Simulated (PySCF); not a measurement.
Compound: C₂H₅AlBrN.
Numbering: `[CH:1]#[C:2][Al@@H-:3]([NH3+:4])[Br:5]` (hydrogens: H6 on C1; H7 on Al3; H8, H9, H10 on N4)

A GFN2-xTB structure with every atom displaced at random (by about 0.01 Å) was refined with PySCF, PBE0-D3(BJ)/def2-SVP geometry optimisation, gas phase. Values at the start:

```
coordinate    start
     C1≡C2  1.229 Å
     C1–H6  1.042 Å
    C2–Al3  1.959 Å
    Al3–N4  2.043 Å
   Al3–Br5  2.275 Å
    Al3–H7  1.537 Å
     N4–H8  1.020 Å
 C1–C2–Al3   172.1°
 C2–Al3–N4    97.6°
C2–Al3–Br5   117.3°
N4–Al3–Br5    99.6°
```

Task: How do these coordinates change at the PBE0-D3(BJ)/def2-SVP level?

Result: 
| coordinate | PBE0-D3(BJ)/def2-SVP (Å or °) | change |
| --- | --- | --- |
| Al3–H7 | 1.586 | +0.049 |
| C1–H6 | 1.076 | +0.034 |
| Al3–Br5 | 2.305 | +0.030 |
| C2–Al3 | 1.932 | -0.027 |
| C1≡C2 | 1.222 | -0.007 |
| Al3–N4 | 2.039 | -0.004 |
| N4–H8 | 1.022 | +0.002 |
| C1–C2–Al3 | 179.2 | +7.1 |
| N4–Al3–Br5 | 97.0 | -2.6 |
| C2–Al3–Br5 | 114.9 | -2.4 |
| C2–Al3–N4 | 98.9 | +1.3 |

The energy falls by 12.0 kJ/mol over 13 energy and gradient evaluations, the largest force component goes from 0.0397 to 2.9e-04 Eh/bohr, and the atoms move by 0.070 Å rms after alignment. The bond that changes most is Al3–H7 (ends: aluminium bonded to Br, C, N and H; Al–H hydrogen), which lengthens by 0.049 Å. Bonds longer at the end by more than 0.005 Å: 4 of 9; shorter: 3. Rotational constants go from 3543, 1281, 1033 to 3596, 1281, 1049 MHz.

The run used 117 basis functions and 85 SCF cycles in all. The run took 80 s on Arm Neoverse V1, one thread, no GPU, shared host with 32 logical CPUs at a one-minute load of 24, and the process peaked at 0.50 GiB of memory.

Stationary, but not proved a minimum.
